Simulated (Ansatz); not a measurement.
Consider the redistribution: `C[SiH2][AsH2]` + `C[Se]B(F)Cl` → `C[Se][AsH2]` + `C[SiH2]B(F)Cl`.

Calculated with Ansatz (gas phase, PBE0-D4/def2-TZVP geometries, no zero-point term in ΔE). CBS: MP2 limit from def2 TZ/QZ plus the TZ coupled-cluster correction, frozen cores. Functionals use def2-TZVPP. B3LYP here is the variant with VWN-RPA as its local correlation; programs differ in this. For As, Se outer-core shells are correlated without core-valence functions, which leaves a few kJ/mol of doubt a bond. Scalar relativity is left out up to krypton. One conformer a species, not always the lowest.

`C[SiH2][AsH2]`:

Cartesian coordinates in Å:
```
C -0.282 1.493 -0.293
Si -0.597 -0.322 0.040
As 1.327 -1.285 1.030
H -1.173 1.968 -0.710
H 0.536 1.620 -1.006
H -0.015 2.016 0.628
H -0.982 -1.020 -1.217
H -1.711 -0.484 1.014
H 0.816 -2.701 0.809
H 2.081 -1.285 -0.294
```

`C[Se]B(F)Cl`:

Z-matrix (Å, degrees):
```
C
Se 1 1.948
H 1 1.087 2 109.9
H 1 1.088 2 106.2 3 119.1
H 1 1.087 2 109.9 3 -121.9
B 2 1.926 1 100.4 3 60.9
Cl 6 1.754 2 123.8 1 0.0
F 6 1.319 2 118.0 1 -180.0
```

`C[Se][AsH2]`:

Cartesian coordinates in Å:
```
C 0.619 -1.362 -0.024
Se -1.080 -0.403 -0.101
As -0.162 1.775 0.087
H 0.369 -2.421 -0.094
H 1.253 -1.084 -0.863
H 1.123 -1.170 0.920
H -0.966 2.389 -1.051
H -1.156 2.276 1.127
```

`C[SiH2]B(F)Cl`:

```xyz
10

C     0.249   -0.266   -1.443
Si   -0.748   -0.152    0.134
B     0.379    0.476    1.702
F    -0.128    0.617    2.910
Cl    2.086    0.863    1.519
H     1.077   -0.968   -1.325
H    -0.372   -0.605   -2.275
H     0.670    0.708   -1.703
H    -1.330   -1.476    0.497
H    -1.883    0.803   -0.017
```

(1) Is it downhill or uphill in electronic energy at CCSD(T)/CBS, and by how much? (An estimate is asked.)

(2) What do these levels give: r2SCAN-D4, B3LYP-D4, ωB97X-V, ωB97M-V, PBE, PBE0, B3LYP, MP2/def2-TZVPP, CCSD(T)/def2-TZVPP, HF/def2-QZVPP, SCS-MP2/def2-QZVPP, HF/CBS(def2)? (Estimate.)

Largest T1 diagnostic among the species: 0.013.

Answers

(1) The calculation gave: Uphill: ΔE = +19.7 kcal/mol.

(2) The calculation gave: r2SCAN-D4 19.8, B3LYP-D4 17.4, ωB97X-V 18.3, ωB97M-V 19.0, PBE 17.8, PBE0 18.6, B3LYP 16.7, MP2/def2-TZVPP 21.8, CCSD(T)/def2-TZVPP 19.8, HF/def2-QZVPP 16.3, SCS-MP2/def2-QZVPP 19.8, HF/CBS(def2) 16.2 kcal/mol.

From PBE to PBE0 (25 % exact exchange), in def2-TZVPP and without D4, ΔE moves by +0.8 kcal/mol. In def2-TZVPP, CCSD(T) changes the Hartree–Fock value by +3.2 kcal/mol (the triples alone add +0.4 kcal/mol) and MP2 by +5.3 kcal/mol.
